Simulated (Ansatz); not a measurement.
C₂H₁₀BOP, one more setting.

```yaml
crystal:
  periodic: [false, false, false]
  atoms:
    - {symbol: C, position_ang: [-1.519675, 0.056050, 1.611544]}
    - {symbol: B, position_ang: [-0.428837, -0.829220, 0.546869]}
    - {symbol: C, position_ang: [1.238097, -1.168056, 0.987853]}
    - {symbol: O, position_ang: [-0.899560, -1.338752, -0.817528]}
    - {symbol: P, position_ang: [0.741278, 1.906039, -1.992460]}
    - {symbol: H, position_ang: [-1.218330, 1.246046, 1.570835]}
    - {symbol: H, position_ang: [-2.704440, -0.029252, 1.309463]}
    - {symbol: H, position_ang: [-1.396887, -0.285015, 2.781334]}
    - {symbol: H, position_ang: [1.261408, -1.992788, 1.897687]}
    - {symbol: H, position_ang: [1.796081, -0.169747, 1.428065]}
    - {symbol: H, position_ang: [1.897859, -1.615430, 0.061079]}
    - {symbol: H, position_ang: [-1.935283, -1.117092, -1.007135]}
    - {symbol: H, position_ang: [1.501414, 3.018240, -2.838482]}
    - {symbol: H, position_ang: [1.826042, 0.787641, -2.296411]}
    - {symbol: H, position_ang: [-0.183807, 1.474553, -3.209673]}
basis:
  gaussian: {orbitals: def2-mTZVPP}
hamiltonian: {xc: {name: HSE06}, dispersion: d3bjatm}
output: {forces: true}
```

```sh
$ ansatz run in.yaml --threads 4 --pin off --events-out ev --progress --plain --max-ram 10444MiB
```

Shortened log:

```
Functional definition: HSE06
1481 factors; integrals over basis functions are off by at most 1.2e-3 eV
130 factors; integrals over basis functions are off by at most 4.7e-7 eV
mean field evaluation 1: about -14229.6912 eV, gradient 6.6e1 eV
mean field evaluation 2: about -14216.3232 eV, gradient 1.0e2 eV
mean field evaluation 4: about -14239.0454 eV, gradient 3.8e0 eV
mean field evaluation 8: about -14239.2263 eV, gradient 1.9e-1 eV
mean field evaluation 16: about -14239.2264 eV, gradient 7.6e-5 eV
mean field -14239.22637937 eV, -523.2819177476 hartree, gradient 7.6e-5 eV, S^2 0.000000; 0 other end points of the search recorded, 0 dependent functions left out
reference -14239.22642544 eV, -523.2819194407 hartree; 25, 25 occupied and 133, 133 virtual orbitals, 1481 factors
Total energy: -14239.39455780 eV, -523.2880981910 hartree
Atom 0 at    -1.519675     0.056050     1.611544 Å, force     0.023890     0.367993     0.165484 eV/Å
Atom 1 at    -0.428837    -0.829220     0.546869 Å, force    -0.568213    -0.442084    -1.253137 eV/Å
Atom 2 at     1.238097    -1.168056     0.987853 Å, force     0.123788    -0.120937     0.169365 eV/Å
Atom 3 at    -0.899560    -1.338752    -0.817528 Å, force    -2.201842     2.194173     3.164659 eV/Å
Atom 4 at     0.741278     1.906039    -1.992460 Å, force     1.268747    -0.668912    -3.297495 eV/Å
Atom 5 at    -1.218330     1.246046     1.570835 Å, force    -0.752454    -2.989886     0.077060 eV/Å
Atom 6 at    -2.704440    -0.029252     1.309463 Å, force     3.051302     0.175101     0.727554 eV/Å
Atom 7 at    -1.396887    -0.285015     2.781334 Å, force    -0.283917     0.819884    -3.011435 eV/Å
Atom 8 at     1.261408    -1.992788     1.897687 Å, force    -0.106543     2.065101    -2.312927 eV/Å
Atom 9 at     1.796081    -0.169747     1.428065 Å, force    -1.479387    -2.506112    -1.166658 eV/Å
Atom 10 at     1.897859    -1.615430     0.061079 Å, force    -1.747716     1.169867     2.366936 eV/Å
Atom 11 at    -1.935283    -1.117092    -1.007135 Å, force     3.961029    -0.689771     1.034831 eV/Å
Atom 12 at     1.501414     3.018240    -2.838482 Å, force    -1.135191    -1.761206     1.195800 eV/Å
Atom 13 at     1.826042     0.787641    -2.296411 Å, force    -1.657689     1.734104     0.352323 eV/Å
Atom 14 at    -0.183807     1.474553    -3.209673 Å, force     1.504196     0.652682     1.787640 eV/Å
Dipole moment:    -0.179278     0.112857     0.036309 e Å
```

It took 3 s on 4 threads of an Arm Neoverse V1 on a shared host, with 0.39 GiB of host memory at the peak.
